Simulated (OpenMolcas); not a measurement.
# neutral oxygen: thermal populations, Slater's ratio, worked from levels

* Program: OpenMolcas
* Basis: ANO-RCC-VTZP [4s3p2d1f]
* Scalar Hamiltonian: DKH2, point nucleus
* Active space: 6 electrons in 9 orbitals (RAS2 2s 2p; RAS3 3d, at most 2 electrons)
* State averaging: 2S+1 = 3 even, 3 roots; 2S+1 = 1 even, 6 roots
* Spin-orbit coupling: RASSI with atomic mean-field integrals over the reference wave functions, term energies averaged over their components

Methods: RASSCF; SS-RASPT2, IPEA 0.25 Eh, imaginary shift 0.1 Eh (closed shells correlated: 1s). Measured levels: NIST Handbook of Basic Atomic Spectroscopic Data.

**Thermal populations.** Z = Σ (2J + 1) exp(-E/kT) with k = 0.695035 cm-1/K, over the levels below. No other level of either list lies under 73700 cm-1, which is above 7 kT at each temperature.

| Level | 2J + 1 | SS-RASPT2 | measured |
| --- | --- | --- | --- |
| 2s² 2p⁴ ³P₂ | 5 | 0.0 | 0.0 |
| 2s² 2p⁴ ³P₁ | 3 | 148 | 158 |
| 2s² 2p⁴ ³P₀ | 1 | 221 | 227 |
| 2s² 2p⁴ ¹D₂ | 5 | 16020 | 15868 |
| 2s² 2p⁴ ¹S₀ | 1 | 34080 | 33793 |

| T (K) | Z, SS-RASPT2 | Z, measured levels | Ground level (%), SS-RASPT2 | Ground level (%), measured levels |
| --- | --- | --- | --- | --- |
| 5000 | 8.863 | 8.855 | 56.4 | 56.5 |
| 8000 | 9.165 | 9.166 | 54.6 | 54.5 |
| 12000 | 9.670 | 9.680 | 51.7 | 51.7 |

At 12000 K, kT = 8340 cm-1, and the computed levels give Z = 5.000 + 2.947 + 0.974 + 0.732 + 0.017 = 9.670.

**Slater's ratio.** With one set of orbitals, p4 has ¹D - ³P = 6 F2 and ¹S - ¹D = 9 F2 (F2 = F²/25), a ratio of 3/2. Term energies are centres of gravity, weighted by 2J + 1.

```csv
Source,¹D - ³P,¹S - ³P,F2 from the first,Ratio
RASSCF,17154,36278,2859,1.115
SS-RASPT2,15946,34007,2658,1.133
measured,15790,33715,2632,1.135
```

Energies in cm-1. A ratio away from 3/2 shows effects beyond one configuration with one set of orbitals, and in heavier atoms second-order spin-orbit shifts.

CASPT2 does not keep the components of a term degenerate, so their means are used; among the terms shown or strongly mixed into the levels shown the widest spread is 28 cm-1 (2s² 2p⁴ ¹D, SS-RASPT2). Active for correlation alone: 3d; no level in the range computed is led by a configuration that fills it, so any true level of that kind is missing. Without dynamic correlation excited terms often stand tens of per cent too high (terms of higher spin than the ground term too low), and those without a measured partner can miss by more than the paired ones (holds for RASSCF). Measured partners are found by configuration, term and J. A level has none where our copy of the source lacks it or the pairing is in doubt (some pairs that miss far off the trend of their configuration count as doubtful), and it then counts in no deviation. Levels of configurations outside the active space are missing.
